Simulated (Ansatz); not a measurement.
Consider the formal exchange of groups at the Si–B bond: `B[SiH2][InH2]` + SiH₄ → `[SiH3][SiH2][InH2]` + BH₃.

Calculated with Ansatz (gas phase, PBE0-D4/def2-TZVP geometries, no zero-point term in ΔE). CCSD(T)/CBS adds triple-zeta CCSD(T) − MP2 to the extrapolated MP2 energy (def2 sets, frozen cores). This one scheme is used for every species. DFT in def2-TZVPP. Elements past krypton have def2 core potentials. For In outer-core shells are correlated without core-valence functions, which leaves a few kJ/mol of doubt a bond.

`B[SiH2][InH2]`:

```xyz
9

B     1.228   -0.068    0.541
Si   -0.113    1.244    0.733
In   -0.693   -0.884   -0.888
H     1.270   -1.000    1.295
H     2.039    0.028   -0.337
H    -0.312    2.392   -0.190
H    -1.219    1.186    1.725
H     0.087   -2.327   -1.404
H    -2.288   -0.571   -1.477
```

SiH₄:

Z-matrix (Å, degrees):
```
Si
H 1 1.485
H 1 1.485 2 109.5
H 1 1.485 2 109.5 3 -120.0
H 1 1.485 2 109.5 3 120.0
```

`[SiH3][SiH2][InH2]`:

Z-matrix (Å, degrees):
```
Si
Si 1 2.339
H 1 1.489 2 109.8
H 1 1.488 2 112.1 3 120.7
H 1 1.489 2 109.8 3 -118.6
In 2 2.571 1 110.2 3 58.7
H 2 1.492 1 107.8 3 -62.6
H 2 1.491 1 108.2 3 -178.7
H 6 1.728 2 120.2 1 -83.0
H 6 1.728 2 121.0 1 95.3
```

BH₃:

Z-matrix (Å, degrees):
```
B
H 1 1.193
H 1 1.193 2 120.0
H 1 1.193 2 120.0 3 180.0
```

| level | ΔE (kcal/mol) |
| --- | --- |
| ωB97X-V | -2.4 |
| r2SCAN | 2.7 |

Task: What does CCSD(T)/CBS give? (An estimate is asked.)

Result: The calculation gave: +0.5 kcal/mol. The listed levels differ from it by -2.9, 2.2 kcal/mol.

Task: What do rigid-rotor, harmonic-oscillator terms from PBE0-D4/def2-TZVP frequencies (298.15 K, 1 bar) make of the CCSD(T)/CBS value? (Best estimate.)

Result: The calculation gave: ΔZPE = -0.4 kcal/mol, ΔH = +0.7 kcal/mol, ΔS = 20 J/(mol·K), ΔG = -0.8 kcal/mol. Modes under 50 cm⁻¹ make the entropy rough.

Largest T1 diagnostic among the species: 0.015.

Leaving LDA and LC-ωPBE aside and taking each functional with its dispersion term where it has one, the values, not all of them listed here, spread over 8.6 kcal/mol, from BHLYP-D4 to PBE-D4. LDA lies +5.3 kcal/mol from PBE without D4. In def2-TZVPP, CCSD(T) changes the Hartree–Fock value by +12.6 kcal/mol (the triples alone add +2.1 kcal/mol) and MP2 by +14.0 kcal/mol. From PBE to PBE0 (25 % exact exchange), in def2-TZVPP and without D4, ΔE moves by −2.9 kcal/mol.
